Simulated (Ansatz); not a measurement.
GeTe, SMILES [Ge]=[Te] (connectivity only; charge and spin as stated), neutral, multiplicity 1.

Coordinates come from a r2SCAN-D4/def2-TZVP optimisation. The def2 effective core potentials stand for the cores of Te; spin–orbit coupling is left out.

Two levels are set side by side: PBE/def2-TZVPD (Ansatz, a first-principles code) and PBE0/def2-TZVPD (Ansatz). Energy differences of separate SCF runs at the same geometry; the states with an electron removed or added have multiplicity 2 and 2. Differences are taken from unrounded values.

```tsv
quantity	PBE0
vertical ionisation energy (eV)	9.10
vertical electron affinity (eV)	0.89
vertical singlet–triplet gap (eV)	2.28
```

Question: What does PBE give, and how far is it from PBE0? (An estimate is asked for; the answer gives what the named calculation found.)

Answer: 
| quantity | PBE | PBE minus PBE0 |
|---|---|---|
| vertical ionisation energy (eV) | 9.14 | 0.05 |
| vertical electron affinity (eV) | 0.75 | -0.14 |
| vertical singlet–triplet gap (eV) | 2.48 | 0.20 |
